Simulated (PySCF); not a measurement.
CH$_{6}$BOSi (calculated)

Calculation on a computer-drawn molecule: the log of a Hartree-Fock and frozen-core CCSD(T) single point meant for a local Hartree-Fock minimum, with one planted fault or none, to be diagnosed. Offsets are logged minus clean, where the clean run is the same molecule without the fault. The reference is restricted for singlets and unrestricted otherwise, and also for a bond in bohr or an excited solution. Adding or removing an electron swaps singlet and doublet. The excited solution moves the top pair (singlet) or top alpha electron (doublet) to the lowest empty orbital. Highest occupied and lowest empty are orbital energies over both spins, largest force is the largest gradient component, triples share is (T) over the correlation energy, the T1 limit is 0.02 restricted and 0.045 unrestricted, electrons count all cores, a negative frequency is imaginary (commonest isotopes), and the dipole is about the centre of nuclear charge. Program: PySCF 2.14.0.

```xyz
10
formula=CH6BOSi meant_charge=0 meant_multiplicity=2 meant_basis=cc-pV(D+d)Z logged_electrons=39 logged_basis_functions=95 logged_SCF_converged=yes logged_spin_squared=1.5933 logged_highest_occupied=-9.2716 logged_lowest_empty=1.6128 logged_largest_force=0.015417 logged_T1_diagnostic=0.05698 logged_D1_diagnostic=0.30839 logged_triples_share=0.037781 logged_CC_converged=yes logged_dipole_magnitude=1.892 logged_SCF_stable_within_its_kind=yes logged_energy_HF=-429.6392 logged_energy_CCSD(T)=-430.18397 possible_faults=no_fault,one_electron_removed,one_electron_added,multiplicity_raised_by_two,geometry_at_a_saddle_point,SCF_held_on_an_excited_solution,minimal_basis_STO-3G,one_bond_length_entered_in_bohr,all_coordinates_scaled
B      0.6804    -0.6610    -0.8317
C     -0.8271    -0.5836    -1.1677
O     -1.3624     0.6798    -1.5306
Si    -1.2930    -1.7620    -2.6002
H      1.2874    -1.6338    -0.4928
H     -1.3554    -0.9859    -0.2848
H     -0.3113     1.9776    -0.8961
H     -1.0098    -3.1630    -2.2092
H     -0.5113    -1.4280    -3.8124
H     -2.7336    -1.6080    -2.8885
```

Units: logged_highest_occupied, logged_lowest_empty in eV; logged_largest_force in hartree/bohr; logged_dipole_magnitude in debye; logged_energy_HF, logged_energy_CCSD(T) in hartree.

Drawn bonds:
```csv
atom,other atom,order
1,2,1
2,3,1
2,4,1
1,5,1
2,6,1
3,7,1
4,8,1
4,9,1
4,10,1
```

Notes: T1 above single-reference limit.

Question: Which fault was planted in the run of CH$_{6}$BOSi?
Answer: one bond length entered in bohr, row 6 of the drawn bonds

Further results for CH$_{6}$BOSi:

```
HF energy offset from clean run      : 75.54 kcal/mol
CCSD(T) energy offset from clean run : 82.39 kcal/mol
```
